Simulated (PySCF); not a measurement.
Compound: C4H12Si.
Numbering: `[CH3:1][Si:2]([CH3:3])([CH3:4])[CH3:5]` (hydrogens: H6, H7, H8 on C1; H9, H10, H11 on C3; H12, H13, H14 on C4; H15, H16, H17 on C5)

Structure used (PBE0-D3(BJ)/def2-SVP), in Å, numbered top down from 1:
```xyz
17
C4H12Si angstrom
C     -0.7149   -0.8871   -1.5009
Si    -0.0021    0.0002    0.0010
C      0.2832    1.8148   -0.4203
C     -1.2092   -0.1287    1.4418
C      1.6367   -0.7963    0.4815
H     -1.6739   -0.4429   -1.8115
H     -0.8903   -1.9533   -1.2853
H     -0.0240   -0.8280   -2.3573
H      0.6992    2.3641    0.4393
H     -0.6583    2.3073   -0.7118
H      0.9897    1.9192   -1.2594
H     -2.1794    0.3297    1.1913
H     -1.3953   -1.1803    1.7132
H     -0.8176    0.3836    2.3352
H      1.5048   -1.8605    0.7344
H      2.3660   -0.7350   -0.3422
H      2.0785   -0.2958    1.3581
```

Computed, not measured: PBE0-D3(BJ)/def2-SVP geometry optimisation, gas phase in PySCF 2.14.0.

Take the most abundant isotopes and a rigid rotor. 

Give the principal moments of inertia and the rotational constants in MHz.

Ia = 164.02, Ib = 164.17, Ic = 164.19 u·Å²; 505379 MHz·u·Å²/I gives A = 3081, B = 3078, C = 3078 MHz.

What kind of rotor is it?

A spherical top, as the point group Td requires three equal moments; the computed ones differ by 0.10 % because the geometry is symmetric only within the optimiser's tolerance.

The point group Td allows no dipole (computed: 0.00 D), so a rigid rotor has no electric-dipole lines.

Estimate the classical rotational partition function at 25 K, 100 K and 200 K.

Point group Td, symmetry number σ = 12; q = (√π/σ)·√((kT/h)³/(ABC)), k/h = 20836.6 MHz/K: 325 at 25 K, 2600 at 100 K, 7350 at 200 K.

Stationary, but not proved a minimum. No vibrational averaging or centrifugal distortion is included, and the geometry carries the error of its method.
